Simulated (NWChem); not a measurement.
# C2H8BNO; SMILES CN(BO)C

```xyz
13

B     -0.7073    -0.8657     0.0000
H     -1.9169    -0.8951     0.0000
O     -0.0672    -2.0705     0.0000
H      0.8926    -2.0097     0.0000
N     -0.0620     0.3934     0.0000
C      1.3633     0.5849     0.0000
C     -0.8141     1.6226     0.0000
H      1.7013     1.1468    -0.8907
H      1.7013     1.1468     0.8907
H      1.9002    -0.3756     0.0000
H     -0.5883     2.2390     0.8906
H     -0.5883     2.2390    -0.8906
H     -1.8897     1.4029     0.0000
```
Atoms are numbered in this order, from 1.

All runs: NWChem. Pople sets run with spherical d functions. The geometry was optimised at PBE0/def2-SVP. No frequency run checked for a minimum. Vertical excitations in the gas phase; the lowest state need not have the same character in each row.

```
level                         lowest excitation, singlet (eV)  oscillator strength of that lowest state  lowest state with f > 0.02, singlet (eV)  oscillator strength of that bright state  orbital gap (eV)
----------------------------  -------------------------------  ----------------------------------------  ----------------------------------------  ----------------------------------------  ----------------
PBE/6-31G*, full TDDFT                                   6.29                                     0.003                                      7.28                                     0.261              6.25
B3LYP/6-31G*, full TDDFT                                 6.93                                     0.005                                      7.71                                     0.277              8.05
LRC-wPBEh/6-31G*, full TDDFT                             7.61                                     0.006                                      7.94                                     0.289             12.30
BHandHLYP/6-31G*, full TDDFT                             7.98                                     0.008                                      8.32                                     0.292             10.89
```
